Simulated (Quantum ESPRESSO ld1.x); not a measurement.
Results of a calculation; reference values are marked as such.
All-electron atom: the neon ion Ne+ in [He] 2s1 2p6 (not the ground configuration). Level of theory: Dirac Kohn-Sham, BLYP, spin-unpolarised, spherical densities, point nucleus (ld1.x of Quantum ESPRESSO 7.5).

Unscreened Slater integrals over Kohn-Sham orbitals (cm^-1). Large and small components are both included.

F0(2p3/2,2p3/2): 230000
F2(2p3/2,2p3/2): 102870
F0(2p3/2,2p1/2): 230280
G2(2p3/2,2p1/2): 102940
F0(2p3/2,2s1/2): 229490
G1(2p3/2,2s1/2): 138370
F0(2p3/2,1s1/2): 332410
G1(2p3/2,1s1/2): 37953
F0(2p1/2,2p1/2): 230560
F0(2p1/2,2s1/2): 229750
G1(2p1/2,2s1/2): 138450
F0(2p1/2,1s1/2): 333280
G1(2p1/2,1s1/2): 38134
F0(2s1/2,2s1/2): 230850
F0(2s1/2,1s1/2): 328770
G0(2s1/2,1s1/2): 24509
F0(1s1/2,1s1/2): 1309800
